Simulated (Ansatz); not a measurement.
`O[SiH]1[O][GeH2]1`, charge 0, multiplicity 1.

Problem. Give a relaxed structure at PBE0-D4/def2-TZVP (the Gaussian-basis code of Ansatz). (An estimate is asked.)

Solution. The calculation gave: 
Z-matrix (Å, degrees):
```
Si
O 1 1.625
Ge 1 2.265 2 56.1
O 1 1.630 2 116.2 3 113.9
H 1 1.484 2 118.2 3 -113.5
H 3 1.537 1 123.1 2 81.6
H 3 1.539 1 125.0 2 -80.6
H 4 0.959 1 117.7 2 148.3
```
